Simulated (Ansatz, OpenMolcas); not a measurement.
# Worked example: vertical ionisation energy of CH4AlIn (SMILES [CH2]1[AlH][InH]1)

CH4AlIn has 7 atoms, charge 0, and is taken as a singlet. SMILES: `[CH2]1[AlH][InH]1`. The coordinates come from a PBE0-D4/def2-TZVP relaxation.

Both states at this one shape; open shells run unrestricted unless said. 1 Eh = 27.2114 eV.

| level | program | singlet CH4AlIn (Eh) | doublet CH4AlIn+ (Eh) |
| --- | --- | --- | --- |
| M06-L/def2-SVPD (core potential) | OpenMolcas | -473.027276 | -472.756303 |
| TPSS/def2-SVPD (core potential) | OpenMolcas | -472.852883 | -472.579841 |
| B2PLYP/def2-SVPD (core potential), 10 core orbitals frozen | Ansatz | -472.447801 | -472.173239 |
| CCSD/def2-SVPD (core potential), 10 core orbitals frozen | Ansatz | -471.479571 | -471.209785 |

Question: Work out the vertical ionisation energy at each level.

Answer: 
1. M06-L/def2-SVPD (core potential): -472.756303 − (-473.027276) = 0.270973 Eh = 7.37 eV.
2. TPSS/def2-SVPD (core potential): -472.579841 − (-472.852883) = 0.273042 Eh = 7.43 eV.
3. B2PLYP/def2-SVPD (core potential): -472.173239 − (-472.447801) = 0.274562 Eh = 7.47 eV.
4. CCSD/def2-SVPD (core potential): -471.209785 − (-471.479571) = 0.269786 Eh = 7.34 eV.

No measured value is set beside it here; the levels span 7.34 to 7.47 eV. Spin-orbit coupling is left out.
